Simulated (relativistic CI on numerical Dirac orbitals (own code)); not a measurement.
# Slater and spin-orbit integrals, Tb XIV

Calculated at this level of theory: Dirac-Coulomb-Breit CI, separate exchange-only KLI orbitals for each configuration, model QED, unscaled Slater integrals (own radial code, finite nucleus).

Slater integrals F^k, G^k are unscaled and averaged over j, outside the closed core [Kr] 4d10; ζ comes from projecting the Hamiltonian with its Breit term on Σ l·s of the shell.

- 4f4.5s2: F^2(4f,4f) = 154790, F^4(4f,4f) = 99128, F^6(4f,4f) = 71922, ζ(4f) = 2288.8 cm⁻¹; <r>(4f) = 0.65, <r^2>(4f) = 0.4994 (bohr units).
- 4f6: F^2(4f,4f) = 148850, F^4(4f,4f) = 95097, F^6(4f,4f) = 68924, ζ(4f) = 2078.5 cm⁻¹; <r>(4f) = 0.6716, <r^2>(4f) = 0.5345 (bohr units).
- 4f5.5s: F^2(4f,4f) = 151630, F^4(4f,4f) = 96979, F^6(4f,4f) = 70322, ζ(4f) = 2182.5, G^3(4f,5s) = 31827 cm⁻¹; <r>(4f) = 0.6613, <r^2>(4f) = 0.5178, <r>(5s) = 1.112, <r^2>(5s) = 1.375 (bohr units).

Averages of the first 10 configurations, taken without configuration mixing, which lowers the lowest level and can move excited configurations by several eV; other configurations of the list can lie among them:

| Configuration | Parity | States | Average energy above the lowest level (eV) |
| --- | --- | --- | --- |
| 4f4.5s2 | even | 1001 | 9.0 |
| 4f6 | even | 3003 | 28.8 |
| 4f5.5s | odd | 4004 | 16.2 |
| 4f2.5s2.5p2 | even | 1365 | 67.6 |
| 4f3.5s2.5p | even | 2184 | 35.2 |
| 4f2.5s2.5d2 | even | 4095 | 167.7 |
| 4f3.5s2.5d | odd | 3640 | 84.2 |
| 4f2.5s2.5p.5d | odd | 5460 | 117.1 |
| 4f3.5s2.6s | odd | 728 | 123.1 |
| 4f2.5s2.5d.6s | even | 1820 | 208.5 |
